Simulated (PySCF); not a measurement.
# Two-component Hartree-Fock for Rh³⁺ (rhodium, charge +3)

Start: [Kr] 4d5 5s1; 4d5/2 filled at m_j = -3/2, -1/2, +1/2, +3/2, +5/2; 5s1/2 filled at m_j = +1/2. Calculated with PySCF 2.14 in x2c-TZVPall-2c (8s9p7d1f, 77 functions): generalised Hartree-Fock with the X2C-1e Hamiltonian and a Gaussian nucleus; one run each with spin-orbit coupling (SO) switched off, then screened by Boettger's factors. This is a chosen level, not necessarily the ground level.

| spinor shell | electrons | ε, spin-free (eV) | ε, screened SO (eV) | weight of nominal j (screened SO) | rms radius, screened SO (bohr) |
| --- | --- | --- | --- | --- | --- |
| 1s1/2 | 2 | -23385.6 | -23384.0 | 1.000 | 0.0374 |
| 2s1/2 | 2 | -3509.8 | -3509.4 | 1.000 | 0.154 |
| 2p1/2 | 2 | -3143.2 | -3243.2 | 1.000 | 0.134 |
| 2p3/2 | 4 | -3143.2 | -3096.7 | 1.000 | 0.138 |
| 3s1/2 | 2 | -698.17 | -698.05 | 1.000 | 0.415 |
| 3p1/2 | 2 | -574.46 | -592.32 | 1.000 | 0.411 |
| 3p3/2 | 4 | -574.46 | -566.11 | 1.000 | 0.422 |
| 3d3/2 | 4 | -376.94 | -380.21 | 0.955 | 0.401 |
| 3d5/2 | 6 | -376.94 | -374.64 | 0.970 | 0.404 |
| 4s1/2 | 2 | -142.82 | -142.80 | 1.000 | 1.03 |
| 4p1/2 | 2 | -104.11 | -111.45 | 0.671 | 1.13 |
| 4p3/2 | 4 | -104.11 | -100.52 | 0.836 | 1.13 |
| 4d5/2 | 5 | -53.996 | -53.986 | 0.567 | 1.42 |
| 5s1/2 | 1 | -35.049 | -35.045 | 1.000 | 2.73 |

| quantity | spin-free | screened SO |
| --- | --- | --- |
| E (hartree) | -4778.63049 | -4779.37446 |
| M_J | 3 | 3 |
| ⟨J²⟩ | 12.001 | 12.001 |
| ⟨L²⟩ | 0.000 | 0.029 |
| ⟨S²⟩ | 12.001 | 11.960 |

Each row is a mean over spinors that exchange with the open shell spreads, by up to 12.317 eV (4p3/2).

Rows whose weight is well below 1 are mixtures of j = l ± 1/2: exchange outweighs spin-orbit coupling there, and the label is only the starting occupation.

Breit and QED terms are absent; they matter most for the inner s and p1/2 levels.

Densities and radii are taken from the X2C orbitals without a picture-change correction, which distorts them close to the nucleus.

Without spin-orbit coupling the j labels of p, d and f shells carry no meaning; the spin-free column gives the mean over the occupied spinors of each nl shell.
